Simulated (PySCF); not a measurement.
2-tert-butyl-4-fluorothiophene (C8H11FS), SMILES s1cc(cc1C(C)(C)C)F.

Geometry: B3LYP-D3(BJ)/def2-SVP.

Calculation: TDDFT-PBE0/def2-SVP (PySCF).

Vertical excitations. The molecule is in vacuum.

Computed UV-visible absorptions:
```
state  energy (eV)  λ (nm)      f                                                               main pairs
-----  -----------  ------  -----  -----------------------------------------------------------------------
S1            5.54     224  0.118                                                           HOMO→LUMO 93 %
S2            6.00     207  0.001                                                         HOMO→LUMO+1 95 %
S3            6.04     205  0.125                                                         HOMO−1→LUMO 86 %
S4            6.56     189  0.000                                                       HOMO−1→LUMO+1 93 %
S5            7.37     168  0.009                                                         HOMO→LUMO+2 86 %
S6            7.46     166  0.006                                                         HOMO−2→LUMO 92 %
S7            7.79     159  0.000   HOMO→LUMO+4 59 %, HOMO→LUMO+6 15 %, HOMO→LUMO+2 10 %, HOMO→LUMO+5 10 %
S8            7.82     159  0.185                                                         HOMO→LUMO+3 77 %
S9            7.83     158  0.001                     HOMO−4→LUMO 43 %, HOMO→LUMO+5 41 %, HOMO→LUMO+4 10 %
S10           7.91     157  0.001  HOMO−1→LUMO+2 41 %, HOMO−4→LUMO 26 %, HOMO→LUMO+5 16 %, HOMO→LUMO+4 7 %
T1            3.63     341      0                                                           HOMO→LUMO 90 %
T2            4.53     274      0                                                         HOMO−1→LUMO 91 %
T3            5.61     221      0                                                         HOMO→LUMO+1 89 %
T4            5.98     207      0                                                         HOMO→LUMO+3 82 %
```
Triplets are in the Tamm–Dancoff approximation, which puts them higher than full response would, so one can lie above its singlet here.
